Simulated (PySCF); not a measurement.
**Working out the excitation energy of Xe**

Xe [Xe] (1S) → Xe [Kr] 4d10 5s2 5p5 6s1 (3P). Calculation: PySCF 2.14, in aug-cc-pVDZ-PP with ECP28MDF (5s4p3d, 32 functions); a scalar-relativistic core potential. Frozen: 4s2 4p6 4d10. Energies in hartree (1 hartree = 27.21139 eV):

```tsv
part	Xe (lower)	Xe (upper)
UHF	-328.291718	-327.973415
MP2 opposite-spin	-0.076580	-0.068127
MP2 same-spin	-0.029214	-0.028535
```

Task: What does Hartree-Fock give?

Result: (-327.973415) − (-328.291718) = 0.318303 hartree = 8.661 eV.

Task: What do MP2 and SCS-MP2 (6/5 opposite-spin, 1/3 same-spin) give?

Result: The opposite-spin parts differ by 0.230 eV and the same-spin parts by 0.018 eV. MP2: 8.661 + (0.230) + (0.018) = 8.909 eV. SCS-MP2: 8.661 + 1.2 × (0.230) + (0.018)/3 = 8.943 eV.

A double-zeta basis recovers only part of the correlation energy.
